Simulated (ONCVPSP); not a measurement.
## Cl: one change to an ONCV potential, before and after

Cl (Z = 17), optimised norm-conserving Vanderbilt (ONCV), made with ONCVPSP 4.0.1 (PBE, scalar-relativistic). Core [Ne], reference 3s2 3p3 (charge +2). Waves: 3s: rc 1.05 bohr, ncon 5, nbas 8, qcut 5 1/bohr, 2 projectors, debl 2.9 Ha; 3p: rc 1.50 bohr, ncon 3, nbas 8, qcut 6.6 1/bohr, 1 projector; d scattering state at 0.21 Ha: rc 1.15 bohr, ncon 4, nbas 7, qcut 9.7 1/bohr, 2 projectors, debl 2.8 Ha. Local part: polynomial inside 0.85 bohr (lpopt 5, dvloc0 0 Ha). Core correction: Teter function, fcfact 5.75, rcfact 1.05.

In the d channel the program set the typed energies aside and used 0.050, 2.850 Ha.

Change: all radii but the core radius scaled by about 1.08 (s 1.12, p 1.62, d 1.24 bohr); local potential polynomial inside 0.92 bohr (lpopt 5, dvloc0 0 Ha).

Cutoffs: the cutoffs (Ha) at which the residual kinetic energy of the hardest occupied pseudo-wave falls to 1 and 0.1 mHa per electron; they do not see the model core or the augmentation charge, which bear on the density cutoff. Errors are all-electron minus pseudo energies relative to the spin-unpolarised reference configuration.

Q: What does the change do?

A: The potential gets softer (141 Ha and 161 Ha → 111 Ha and 134 Ha); both files keep a bound ghost (s); of the 4 tests that both files solve, the error grows in 0 and shrinks in 1 by more than 15 % and 0.3 meV (median size 22.2 → 19.9 meV). A larger radius leaves more room for a smooth pseudo-wave, so fewer plane waves are needed.

| quantity | base | changed |
| --- | --- | --- |
| cutoff, loose | 141 Ha | 111 Ha |
| cutoff, tight | 161 Ha | 134 Ha |
| loose cutoff by channel | s 141 Ha, p 9.0 Ha | s 111 Ha, p 7.8 Ha |
| bound ghosts | s | s |
| GHOST(+) flags under 300 eV | none | none |
| error for 3s2 3p5, meV [ΔE -39.32 eV] | +30 | +29 |
| error for 3s2 3p4, meV [ΔE -25.45 eV] | +11 | +11 |
| error for 3s2 3p2, meV [ΔE 38.31 eV] | +14 | +12 |
| error for 3s1 3p6, meV [ΔE -27.17 eV] | +32 | +27 |
| rms error of d²Exc/dni dnj with the model core, mHa | 1.27 | 1.50 |

 A true bound ghost makes a file unfit for plane-wave use even where its test errors are small: the radial tests pick states by their node count and pass the ghost by.
